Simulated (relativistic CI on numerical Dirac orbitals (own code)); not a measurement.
Crystal-field levels of Ir6+, 5d3

Calculated by Dirac-Coulomb-Breit CI, orbitals from a KLI potential per configuration, QED by a radiative potential, valence Slater integrals scaled by 0.8, one configuration in a parametric crystal field (own radial code).

Field parameters in Wybourne normalisation: D3d B²₀ = −7Dσ, B⁴₀ = −14Dq − 21Dτ, B⁴₃ = −14√(10/7) Dq. The field is a parameter set, without covalency.

S and J are read from ⟨S²⟩ = S(S + 1) and ⟨J²⟩ = J(J + 1) of each level; they are not fictitious spins.

D3d, 10Dq = 36500, Dσ = -1200, Dτ = -350 cm⁻¹, the lowest 16 levels:

| E (cm⁻¹) | Degeneracy | Irrep | S | J |
| --- | --- | --- | --- | --- |
| 0.0 | 2 | Γ4 | 1.40 | 3.01 |
| 446 | 2 | Γ5+Γ6 | 1.43 | 3.06 |
| 11581 | 2 | Γ4 | 0.71 | 3.66 |
| 14363 | 2 | Γ5+Γ6 | 0.62 | 3.76 |
| 16972 | 2 | Γ4 | 0.55 | 3.82 |
| 17456 | 2 | Γ5+Γ6 | 0.60 | 3.88 |
| 18224 | 2 | Γ4 | 0.56 | 3.45 |
| 27923 | 2 | Γ4 | 0.73 | 3.52 |
| 29929 | 2 | Γ5+Γ6 | 0.79 | 3.69 |
| 33014 | 2 | Γ4 | 0.94 | 3.73 |
| 35512 | 2 | Γ4 | 1.38 | 3.19 |
| 35955 | 2 | Γ4 | 1.40 | 2.99 |
| 35999 | 2 | Γ5+Γ6 | 1.37 | 3.12 |
| 36809 | 2 | Γ4 | 1.32 | 3.38 |
| 39296 | 2 | Γ5+Γ6 | 1.33 | 3.18 |
| 40290 | 2 | Γ4 | 1.37 | 3.42 |

Principal g values of the ground doublet: 1.49, 2.46, 2.46.

D3d, 10Dq = 36500, Dσ = -980, Dτ = -350 cm⁻¹, the lowest 16 levels:

| E (cm⁻¹) | Degeneracy | Irrep | S | J |
| --- | --- | --- | --- | --- |
| 0.0 | 2 | Γ4 | 1.41 | 3.02 |
| 355 | 2 | Γ5+Γ6 | 1.43 | 3.06 |
| 11856 | 2 | Γ4 | 0.71 | 3.67 |
| 14431 | 2 | Γ5+Γ6 | 0.63 | 3.75 |
| 16929 | 2 | Γ4 | 0.55 | 3.83 |
| 17319 | 2 | Γ5+Γ6 | 0.60 | 3.87 |
| 18203 | 2 | Γ4 | 0.56 | 3.45 |
| 27851 | 2 | Γ4 | 0.73 | 3.52 |
| 29827 | 2 | Γ5+Γ6 | 0.79 | 3.71 |
| 32661 | 2 | Γ4 | 0.90 | 3.76 |
| 35563 | 2 | Γ4 | 1.39 | 3.17 |
| 36055 | 2 | Γ4 | 1.40 | 2.97 |
| 36141 | 2 | Γ5+Γ6 | 1.37 | 3.11 |
| 36906 | 2 | Γ4 | 1.34 | 3.38 |
| 39073 | 2 | Γ5+Γ6 | 1.34 | 3.20 |
| 40066 | 2 | Γ4 | 1.38 | 3.42 |

Principal g values of the ground doublet: 1.50, 2.50, 2.50.

D3d, 10Dq = 36500, Dσ = -760, Dτ = -350 cm⁻¹, the lowest 10 levels:

```json
{"E (cm⁻¹)": "0.0", "Degeneracy": "2", "Irrep": "Γ4", "S": "1.41", "J": "3.02"}
{"E (cm⁻¹)": "264", "Degeneracy": "2", "Irrep": "Γ5+Γ6", "S": "1.43", "J": "3.05"}
{"E (cm⁻¹)": "12119", "Degeneracy": "2", "Irrep": "Γ4", "S": "0.70", "J": "3.68"}
{"E (cm⁻¹)": "14479", "Degeneracy": "2", "Irrep": "Γ5+Γ6", "S": "0.63", "J": "3.73"}
{"E (cm⁻¹)": "16886", "Degeneracy": "2", "Irrep": "Γ4", "S": "0.55", "J": "3.83"}
{"E (cm⁻¹)": "17182", "Degeneracy": "2", "Irrep": "Γ5+Γ6", "S": "0.59", "J": "3.87"}
{"E (cm⁻¹)": "18182", "Degeneracy": "2", "Irrep": "Γ4", "S": "0.56", "J": "3.45"}
{"E (cm⁻¹)": "27781", "Degeneracy": "2", "Irrep": "Γ4", "S": "0.73", "J": "3.53"}
{"E (cm⁻¹)": "29751", "Degeneracy": "2", "Irrep": "Γ5+Γ6", "S": "0.78", "J": "3.72"}
{"E (cm⁻¹)": "32304", "Degeneracy": "2", "Irrep": "Γ4", "S": "0.87", "J": "3.77"}
```

Principal g values of the ground doublet: 1.51, 2.54, 2.54.

Levels of this model without a field, named by their leading LS term (the scale mimics covalency, so terms lie below those of the real free ion): ⁴F3/2 0, ⁴F5/2 7704, ⁴F7/2 13392, ⁴P3/2 16186, ⁴F9/2 16606, ⁴P1/2 18871, ²G7/2 25832, ²H9/2 26904 cm⁻¹.
